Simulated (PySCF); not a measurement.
# Electron correlation in Mn³⁺ (manganese, charge +3)

[Ar] 3d4, high-spin 5D determinant. Computed with PySCF 2.14 in ANO-RCC-VTZP (6s5p3d2f1g, 59 functions), with scalar relativity by spin-free X2C-1e. Frozen: [Ne]; 12 electrons correlated.

| level | correlation energy (mhartree) |
| --- | --- |
| CCSD | -362.06 |
| (T) | -5.29 |
| CCSD(T) | -367.35 |

Diagnostics: T1 = 0.0034, D1 = 0.0077, largest double amplitude 0.028.

Cost of the coupled-cluster step: roughly 11 core-seconds, for 12 correlated electrons.

Iterations:

```
CC2 = 0
CCSD nocc = (np.int64(8), np.int64(4)), nmo = (54, 54)
frozen orbitals [[0, 1, 2, 3, 4], [0, 1, 2, 3, 4]]
max_cycle = 100
direct = 0
conv_tol = 1e-08
conv_tol_normt = 1e-06
diis_space = 8
diis_start_cycle = 0
Init t2, MP2 energy = -0.347979807450584
Init E_corr(UCCSD) = -0.347979807485445
cycle = 1  E_corr(UCCSD) = -0.357999188934872  dE = -0.0100193814  norm(t1,t2) = 0.0240319
cycle = 2  E_corr(UCCSD) = -0.361397306188579  dE = -0.00339811725  norm(t1,t2) = 0.00494186
cycle = 3  E_corr(UCCSD) = -0.361981394347404  dE = -0.000584088159  norm(t1,t2) = 0.00163029
cycle = 4  E_corr(UCCSD) = -0.362071990999569  dE = -9.05966522e-05  norm(t1,t2) = 0.000296484
cycle = 5  E_corr(UCCSD) = -0.362056909872558  dE = 1.5081127e-05  norm(t1,t2) = 6.80046e-05
cycle = 6  E_corr(UCCSD) = -0.362056966055184  dE = -5.61826267e-08  norm(t1,t2) = 1.47218e-05
cycle = 7  E_corr(UCCSD) = -0.362057560656458  dE = -5.94601274e-07  norm(t1,t2) = 4.45731e-06
cycle = 8  E_corr(UCCSD) = -0.36205745404052  dE = 1.06615938e-07  norm(t1,t2) = 1.34304e-06
cycle = 9  E_corr(UCCSD) = -0.362057450534633  dE = 3.50588741e-09  norm(t1,t2) = 3.29743e-07
UCCSD converged
E(UCCSD) = -1155.78478803912  E_corr = -0.3620574505346329
UCCSD(T) correction = -0.005291974717722
```
